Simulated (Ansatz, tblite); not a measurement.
Cost and result up the ladder for Pb3⁻ (3 atoms). Total charge -1; doublet. Geometry: PBE0-D4/def2-SVPD.

```tsv
atom	x (Å)	y (Å)	z (Å)
Pb1	1.716	-0.230	0.325
Pb2	-0.417	0.914	-1.298
Pb3	-1.299	-0.684	0.973
```

Ansatz on 4 threads of Arm Neoverse V2 on a shared host; xTB runs through tblite on one thread. Times are rough, summed over both states, and most runs start from the orbitals of an earlier one. RPA@PBE/def2-TZVPD serves as the yardstick here, not as an exact answer. The other state is a quartet at its own geometry.

In the def2 sets Pb takes a core potential; there is no spin–orbit coupling. The xTB rows come from tblite. Correlated methods freeze 12 core orbitals; core or outer-core shells of Pb are correlated, in sets that lack core-valence functions. HOMO above LUMO, or a gap near zero within one spin, warns that the state may not be the lowest or that an electron is smeared out. The structure comes from a short search, and lower isomers may exist.

Run but left out: HF/def2-SVPD, HF/def2-TZVPD, MP2/def2-SVPD, MP2/def2-TZVPD (doublet: ⟨S²⟩ 1.25, where a pure state has 0.75); ωB97M-V/def2-TZVPD, B2PLYP/def2-TZVPD, CCSD/def2-SVPD, CCSD(T)/def2-SVPD (quartet: ⟨S²⟩ 4.06 to 4.48, where a pure state has 3.75).

Correlated methods converge slowly with the basis.

xTB has no spin-polarisation term.

```tsv
level	functions	wall time	quartet − doublet (eV)	difference from RPA@PBE/def2-TZVPD (eV)	remarks
GFN2-xTB	12	0.002 s	1.75	0.79	–
LDA (SPW92)/def2-TZVPD	168	4.4 s	1.19	0.24	HOMO above zero (quartet), gap within one spin near zero (quartet)
PBE-D4/def2-TZVPD	168	7.4 s	0.98	0.03	HOMO above zero (doublet), HOMO above zero (quartet)
RPA@PBE/def2-TZVPD	168	18 s	0.95	0.00	–
PBE0-D4/def2-TZVPD	168	25 s	0.91	-0.04	HOMO above zero (quartet), spin-contaminated (⟨S²⟩ 3.92) (quartet)
BHLYP-D4/def2-TZVPD	168	28 s	0.88	-0.07	spin-contaminated (⟨S²⟩ 4.00) (quartet)
CAM-B3LYP-D4/def2-TZVPD	168	29 s	0.90	-0.05	spin-contaminated (⟨S²⟩ 4.00) (quartet)
r2SCAN-D4/def2-TZVPD (with forces)	168	31 s	0.82	-0.13	HOMO above zero (doublet), HOMO above zero (quartet), spin-contaminated (⟨S²⟩ 3.97) (quartet)
```
